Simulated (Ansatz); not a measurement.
Molecule: InF, net charge 1, doublet state. 
Coordinates optimised at B3LYP-D3(BJ)/def2-TZVP (Ansatz, a quantum-chemistry and plane-wave program):
```
In
F 1 1.9367
```
Charge +1, spin multiplicity 2.

Parts of the frozen-core correlation energy in def2-SVP (Ansatz, hartree). Frozen orbitals: 10; correlated occupied orbitals by spin: 5 and 4; virtual: 25 and 26. UHF or UKS for open shells. Spin-orbit coupling is left out. In def2 rows, elements after Kr have scalar-relativistic effective core potentials.

```tsv
term	value
reference (HF)	-288.29389
MP2 opposite-spin	-0.15545
MP2 same-spin	?
CCSD correlation	?
(T)	?
CCSDT minus CCSD(T)	-0.00061
CCSDT(Q) minus CCSD(T)	-0.00138
T1 diagnostic	0.026
largest doubles amplitude	0.040
<S^2> of the reference	0.769
```

Q: What belongs in the gaps?

A: 
- MP2 same-spin, value: -0.06010
- CCSD correlation, value: -0.21773
- (T), value: -0.00474
